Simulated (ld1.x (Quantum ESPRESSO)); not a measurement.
What one change does to a pseudopotential (ruthenium (Ru), TM semilocal)

* Element: Ru
* Generator: ld1.x (Quantum ESPRESSO) 7.5
* Type: norm-conserving Troullier–Martins (semilocal form)
* Functional: BLYP
* Relativity: scalar-relativistic
* Frozen core: [Ar] 3d10 4s2
* Valence charge: 14
* Reference configuration: 4p6 4d7 5s1 5p0
* Partial waves: 5s (bound): rc 1.95 bohr; 4p (bound): rc 1.40 bohr; 4d (bound): rc 1.50 bohr
* Local potential: the d channel
* Core correction: Bessel-smoothed model core inside 0.85 bohr

Change: wave 5s (bound): rc 1.95 bohr becomes 5s (bound): rc 2.04 bohr.

Cutoffs: the cutoffs (Ry, on a coarse ladder) from which the occupation-weighted sum of valence levels, in a spherical-Bessel basis at the reference potential, stays within 10 and 1 mRy of its value at 400 Ry; they do not see the model core or the augmentation charge, which bear on the density cutoff. Errors are all-electron minus pseudo energies relative to the spin-unpolarised reference configuration.

Task: Predict the effect on cutoff, ghosts and configuration errors.

Result: The potential gets neither clearly harder nor softer (70 Ry and 110 Ry → 70 Ry and 110 Ry); the p channel sets the loose cutoff, while the largest relative change is in s, which becomes softer; of the 7 tests that both files solve, the error grows in 3 and shrinks in 3 by more than 15 % and 0.3 meV (median size 9.9 → 7.3 meV); neither file shows a bound ghost. A semilocal file is local in each channel, so a ghost entry of none says nothing of the separable form that plane-wave codes build from it.

| quantity | base | changed |
| --- | --- | --- |
| cutoff, loose | 70 Ry | 70 Ry |
| cutoff, tight | 110 Ry | 110 Ry |
| loose cutoff by channel (10 mRy a level) | s 18 Ry, p 45 Ry, d 45 Ry | s 12 Ry, p 45 Ry, d 45 Ry |
| bound ghosts | none | none |
| error for 4p6 4d7 5s0 5p0, meV [ΔE 7.37 eV] | -5.4 | -7.0 |
| error for 4p6 4d6 5s0 5p0, meV [ΔE 25.48 eV] | -1.3 | +0.6 |
| error for 4p6 4d5 5s0 5p0, meV [ΔE 56.00 eV] | -12 | -3.0 |
| error for 4p6 4d8 5s0 5p0, meV [ΔE -0.22 eV] | -9.9 | -13 |
| error for 4p6 4d6 5s1 5p1, meV [ΔE 5.54 eV] | +53 | +47 |
| error for 4p6 4d6 5s2 5p0, meV [ΔE 1.59 eV] | +4.3 | -7.3 |
| error for 4p6 4d4 5s0 5p0, meV [ΔE 100.39 eV] | -53 | -34 |
